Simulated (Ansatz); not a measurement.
C$_{2}$H$_{6}$F$_{3}$GeN (`C[N](C)[Ge]([F])([F])[F]`), relaxed with RKS PBE-D4/def2-SVP in Ansatz from a rough embedded geometry. The force threshold is 0.03 eV/Å; the program also tests the step.

Charge 0, multiplicity 1.

Start:

```xyz
13

C    -0.895   -0.398    1.095
N    -0.552   -0.019   -0.252
C    -0.253    1.408   -0.256
Ge    0.945   -0.917   -0.924
F     1.368   -0.424   -2.499
F     0.659   -2.681   -0.851
F     2.318   -0.578    0.172
H    -0.025   -0.246    1.762
H    -1.810    0.045    1.483
H    -1.105   -1.550    1.125
H    -1.189    1.975    0.077
H    -0.079    1.745   -1.330
H     0.618    1.639    0.399
```

```csv
step,energy (eV),largest force (eV/Å),largest move (Å)
1,-68296.3800,3.010,0.000
2,-68296.7370,1.109,0.191
3,-68296.8265,0.327,0.145
4,-68296.8646,0.187,0.193
5,-68296.8669,0.110,0.015
6 (rejected),-68296.8607,0.346,0.192
7,-68296.8735,0.043,0.091
8,-68296.8742,0.062,0.070
9 (rejected),-68296.8717,0.149,0.036
10,-68296.8748,0.009,0.012
```

End:

```xyz
13

C    -0.852   -0.449    1.187
N    -0.219    0.052   -0.022
C    -0.244    1.491   -0.233
Ge    0.985   -0.960   -0.889
F     1.159   -0.389   -2.519
F     0.462   -2.615   -0.887
F     2.613   -1.016   -0.271
H    -0.378   -0.062    2.120
H    -1.925   -0.151    1.204
H    -0.814   -1.555    1.209
H    -1.296    1.852   -0.262
H     0.221    1.743   -1.206
H     0.287    2.058    0.569
```

It took 29 s on 2 threads of an AMD EPYC 7R13 on a shared host, with 0.25 GiB of host memory at the peak.
